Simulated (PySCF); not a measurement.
From one molecule to another.

First species: C5H13ClO2Si.
SMILES: `COC[Si@@H](Cl)[C@H](C)OC`

Second species: C₄H₁₂FPSi₂.
SMILES: `FCC/C(=C\[SiH3])[SiH2]P`

Levels: PBE0/pcSseg-1 for dipole moment, HOMO energy, LUMO energy and HOMO–LUMO gap; GFN2-xTB for rotational constant A and rotational constant C. Geometries: GFN2-xTB. Each species is one conformer at its optimised geometry, gas phase, non-relativistic unless stated; the electronic structure was computed with PySCF and density fitting.

Dipoles, sizes and rotational constants follow the conformer. The torsions of the flexible species, by atom-mapped SMILES:
- `[CH3:1][O:2][CH2:3][Si@@H:4]([Cl:5])[C@H:6]([CH3:7])[O:8][CH3:9]`: C1–O2–C3–Si4 67°, O2–C3–Si4–Cl5 38°, C3–Si4–C6–C7 174°, Si4–C6–O8–C9 -169°
- `[F:1][CH2:2][CH2:3]/[C:4](=[CH:5]\[SiH3:6])[SiH2:7][PH2:8]`: F1–C2–C3–C4 -61°, C2–C3–C4–C5 106°, C3–C4–Si7–P8 -23°, H–P8–Si7–C4 -77°, H–P8–Si7–C4 -170°

Values for the first species:

```
Dipole moment         : 2.49 D
HOMO energy           : -6.96 eV
LUMO energy           : 0.60 eV
HOMO–LUMO gap         : 7.56 eV
Rotational constant A : 1.553 GHz
Rotational constant C : 0.523 GHz
```

(1) Estimate the same properties for the second species, and the change in each.

Answers

(1) 
```
             property      first     second  second less first
        dipole moment     2.49 D     1.69 D            -0.80 D
          HOMO energy   -6.96 eV   -7.56 eV           -0.60 eV
          LUMO energy    0.60 eV   -1.00 eV           -1.60 eV
        HOMO–LUMO gap    7.56 eV    6.56 eV           -1.00 eV
rotational constant A  1.553 GHz  1.662 GHz         +0.109 GHz
rotational constant C  0.523 GHz  0.523 GHz          0.000 GHz
```

On the first: A dipole of 2.49 D is allowed in C1, and pure rotational transitions are dipole-allowed. The dipole equals about 8.3 × 10⁻³⁰ C·m (1 D = 3.33564 × 10⁻³⁰ C·m).

On the second: The dipole equals about 5.6 × 10⁻³⁰ C·m (1 D = 3.33564 × 10⁻³⁰ C·m). A dipole of 1.69 D is allowed in C1, and pure rotational transitions are dipole-allowed.
